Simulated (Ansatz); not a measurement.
`[Cl][GaH][GeH3]` + `C[SiH](C)C#N` → `C[SiH](C)[GeH3]` + `N#[C][GaH][Cl]`  (redistribution)

Gas-phase electronic energies from Ansatz, PBE0-D4/def2-TZVP geometries. CCSD(T)/CBS is the MP2 limit (def2-TZVPP, def2-QZVPP) plus CCSD(T) − MP2 in def2-TZVPP, frozen cores. For Ga, Ge outer-core shells are correlated without core-valence functions, which leaves a few kJ/mol of doubt a bond. Scalar relativity is left out up to krypton.

| level | ΔE (eV) |
| --- | --- |
| SCS-MP2/def2-TZVPP | 0.36 |
| CCSD/CBS(def2) | 0.40 |

Q: What does CCSD(T)/CBS give? (Best estimate.)

A: Ansatz gave: +0.39 eV. The listed levels differ from it by -0.03, 0.01 eV.

Largest T1 diagnostic among the species: 0.013.

In def2-TZVPP, CCSD(T) changes the Hartree–Fock value by −0.09 eV (the triples alone add −0.01 eV) and MP2 by −0.08 eV.
